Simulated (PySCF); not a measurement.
**Computed structure and properties of [Gd(H2O)4]3+**

System: [Gd(H2O)4]3+ (singlet in the valence; each metal's 4f electrons, 7 of them, lie in its core potential, out of spins and levels); start: displaced along the imaginary mode (S4). Method: PySCF 2.14.0, RKS PBE0, Gd lcecp-1-SVP with ECP53, O def2-SVP, H def2-SVP; non-relativistic Hamiltonian with scalar-relativistic core potentials where named; density fitting; no spin-orbit coupling.

Input of the relaxation:

```python
mol = gto.M(atom='''
Gd     0.00000     0.00000     0.00000
O      1.32717     1.33222     1.34010
H      1.49313     1.23046     2.33631
H      1.90038     2.11532     1.04254
O     -1.32717    -1.34010     1.33222
H     -1.90038    -1.04254     2.11532
H     -1.49313    -2.33631     1.23046
O      1.32717    -1.33222    -1.34010
H      1.90038    -2.11532    -1.04254
H      1.49313    -1.23046    -2.33631
O     -1.32717     1.34010    -1.33222
H     -1.49313     2.33631    -1.23046
H     -1.90038     1.04254    -2.11532''',
    basis={'Gd': 'lcecp-1-SVP', 'O': 'def2-SVP', 'H': 'def2-SVP'},
    ecp={'Gd': 'lcecp-1-SVP'},
    charge=3, spin=0)
mf = dft.RKS(mol, xc='PBE0')
mf.grids.atom_grid = (50, 194)  # f atoms: unpruned, at least (60, 302)
mf = mf.density_fit()  # fitting sets: Gd AutoAux, O def2-universal-JKFIT, H def2-universal-JKFIT
mf.conv_tol = 1e-08; mf.max_cycle = 55
mf.kernel(dm0)  # dm0: converged density of the start geometry
# quasi-Newton relaxation in Cartesian coordinates to a largest gradient under 0.00045 Eh/bohr, steps kept in the point group
```

Run from Python with OMP_NUM_THREADS=2; the lines above give its settings. Where DIIS fails, smearing, a level shift and second-order steps follow.
It took 2.7 min on 2 threads of Intel(R) Xeon(R) Platinum 8488C (Sapphire Rapids) (shared host), from the converged density of the start.

Course of the relaxation:

| step | energy above end (eV) | largest force component within the symmetry (eV/Å) |
| --- | --- | --- |
| 0 | 0.2338 | 1.346 |
| 1 | 0.0318 | 0.128 |
| 2 | 0.0287 | 0.026 |
| 3 | 0.0268 | 0.107 |
| 4 | 0.0238 | 0.171 |
| 5 | 0.0177 | 0.147 |
| 6 | 0.0113 | 0.067 |
| 7 | 0.0066 | 0.140 |
| 10 | 0.0016 | 0.043 |
| 11 | 0.0008 | 0.068 |
| 12 | 0.0005 | 0.037 |
| 13 | 0.0002 | 0.031 |
| 14 | 0.0000 | 0.007 |
| 15 | 0.0000 | 0.012 |
(The steps between are left out.)

Relaxed geometry (S4):

```xyz
13

Gd    0.0001    0.0000    0.0000
O     1.3762    1.2759    1.3413
H     1.3085    1.4368    2.3099
H     2.1777    1.7850    1.0835
O    -1.3758   -1.3414    1.2761
H    -2.1780   -1.0834    1.7846
H    -1.3087   -2.3098    1.4365
O     1.3762   -1.2759   -1.3413
H     2.1777   -1.7850   -1.0835
H     1.3085   -1.4368   -2.3099
O    -1.3758    1.3414   -1.2761
H    -1.3087    2.3098   -1.4365
H    -2.1780    1.0834   -1.7846
```

```json
{"contact": "Gd1–O2 (H2O)", "Å": "2.307"}
{"contact": "Gd1–O5 (H2O)", "Å": "2.307"}
{"contact": "Gd1–O8 (H2O)", "Å": "2.307"}
{"contact": "Gd1–O11 (H2O)", "Å": "2.307"}
```

On the finer grid (75, 302):

```json
{
  "HOMO": "-24.26 eV",
  "LUMO": "-15.23 eV",
  "Dipole about the centre of mass": "0.00 D",
  "Set of Mulliken populations of Gd1 outside the core potential": "s 2.16, p 6.22, d 0.80, f 0.05",
  "D3(BJ) dispersion energy (not in the energies)": "-0.191 eV"
}
```

| atom | Mulliken (e) | Löwdin (e) | spin (e) |
| --- | --- | --- | --- |
| Gd1 | 1.77 | 1.37 | 0.00 |
| O2 | -0.33 | 0.01 | 0.00 |
| H3 | 0.32 | 0.20 | 0.00 |
| H4 | 0.32 | 0.20 | 0.00 |
| O5 | -0.33 | 0.01 | 0.00 |
| H6 | 0.32 | 0.20 | 0.00 |
| H7 | 0.32 | 0.20 | 0.00 |
| O8 | -0.33 | 0.01 | 0.00 |
| H9 | 0.32 | 0.20 | 0.00 |
| H10 | 0.32 | 0.20 | 0.00 |
| O11 | -0.33 | 0.01 | 0.00 |
| H12 | 0.32 | 0.20 | 0.00 |
| H13 | 0.32 | 0.20 | 0.00 |

The 4f levels lie in the core potential and are missing. Their spin isn't counted.

No frequency check is given for this geometry.

Taking off one H2O (charge 0, singlet; the rest: singlet) in vacuum, both parts rigid, costs 3.37 eV; the small basis without counterpoise inflates it. Parting with an electron moved from the ligand to the metal can be far cheaper, even downhill.

One start shape was tried, so this needn't be the lowest isomer.

An lcecp potential fixes the number of 4f electrons, so in runs with it no electron can move into or out of that shell.
